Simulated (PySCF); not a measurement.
Molecule: SMILES N#CC1=CC(=O)C(=O)C=C1, C7H3NO2.

Bonds (- single, = double, # triple, : aromatic): N1#C2, C2-C3, C3=C4, C4-C5, C5=O6, C5-C7, C7=O8, C7-C9, C9=C10, C10-C3. C4 carries H11; C9 carries H12; C10 carries H13.

Frames of a GFN2-xTB Langevin trajectory at 200 K; GIAO PBE0/pcSseg-1 shieldings in PySCF, gas phase, non-relativistic; equivalent atoms averaged within each frame.

Shifts are taken against calculated references (same method and geometry level): 15N (267.73 ppm) vs NH3; TMS for 13C (186.93 ppm); H2O for 17O (336.08 ppm). The references are static minima.

Q: How do the shifts (ppm) fluctuate along the trajectory?

A: 
| time (fs) | N1 | C7 | C5 | C4 | C9 | C10 | C3 | C2 | O8 | O6 |
| --- | --- | --- | --- | --- | --- | --- | --- | --- | --- | --- |
| 250 | 322.9 | 190.0 | 181.5 | 146.6 | 136.7 | 135.0 | 129.7 | 119.9 | 814.0 | 765.0 |
| 425 | 358.9 | 190.4 | 175.4 | 139.6 | 137.2 | 143.2 | 127.4 | 126.2 | 815.8 | 759.4 |
| 625 | 347.7 | 183.8 | 189.0 | 140.1 | 136.4 | 138.0 | 132.4 | 124.9 | 813.2 | 867.2 |
| 800 | 337.7 | 196.0 | 196.0 | 136.9 | 139.8 | 144.9 | 125.5 | 122.6 | 796.2 | 808.3 |
| 1000 | 343.6 | 194.6 | 182.2 | 152.3 | 137.4 | 145.7 | 135.4 | 123.6 | 867.1 | 768.7 |
| mean of frames | 342.2 | 191.0 | 184.8 | 143.1 | 137.5 | 141.4 | 130.1 | 123.5 | 821.3 | 793.7 |
| standard deviation | 13.3 | 4.8 | 7.9 | 6.3 | 1.4 | 4.7 | 3.9 | 2.4 | 26.8 | 45.4 |

5 frames give an uncertainty of the mean of about the standard deviation over 2.2 at best, since frames this close in time may not be independent; classical motion lacks zero-point vibration, and the reference would need the same averaging.
